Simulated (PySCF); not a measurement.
## The third ionisation energy along the 5p block

Calculated with PySCF 2.14 from differences of total energies of unrestricted determinants, without spin-orbit coupling. Values in eV. The last column holds reference values (NIST; (s) semi-empirical, (t) theoretical, else measured). Unmarked ones compare directly (S terms, centres of terms, or small fine structure); those marked * lie between the lowest fine-structure levels and include a spin-orbit shift.

```tsv
element	configurations	MP2 (valence)	SCS-MP2 (valence)	CCSD(T) (valence)	PBE	PBE0	r2SCAN	reference
In (aug-cc-pVQZ-DK3, spin-free X2C)	[Kr] 4d10 5s1 → [Kr] 4d10	n/a	n/a	n/a	28.544	28.194	28.212	28.044
Sn (aug-cc-pVQZ-DK3, spin-free X2C)	[Kr] 4d10 5s2 → [Kr] 4d10 5s1	29.223	29.364	29.462	30.666	30.325	30.288	30.506
Sb (aug-cc-pVQZ-DK3, spin-free X2C)	[Kr] 4d10 5s2 5p1 → [Kr] 4d10 5s2	24.395	24.389	24.472	24.703	24.741	24.858	25.323 *
Te (aug-cc-pVQZ-DK3, spin-free X2C)	[Kr] 4d10 5s2 5p2 → [Kr] 4d10 5s2 5p1	27.326	27.263	27.378	27.483	27.554	27.674	27.84 ± 0.04 *
I (aug-cc-pVQZ-DK3, spin-free X2C)	[Kr] 4d10 5s2 5p3 → [Kr] 4d10 5s2 5p2	30.343	30.213	30.351	30.295	30.412	30.564	29.57 ± 0.025 *
Xe (aug-cc-pVQZ-DK3, spin-free X2C)	[Kr] 4d10 5s2 5p4 → [Kr] 4d10 5s2 5p3	30.129	30.219	30.301	30.491	30.513	30.506	31.05 ± 0.04 (s) *
```

"Valence" correlates the outer s and p shells and, in groups 3 to 12 and the f block, the outer d or f shell, open or full, or the next shell where the ion has no valence electron left; the wider scheme adds the next inner shell.
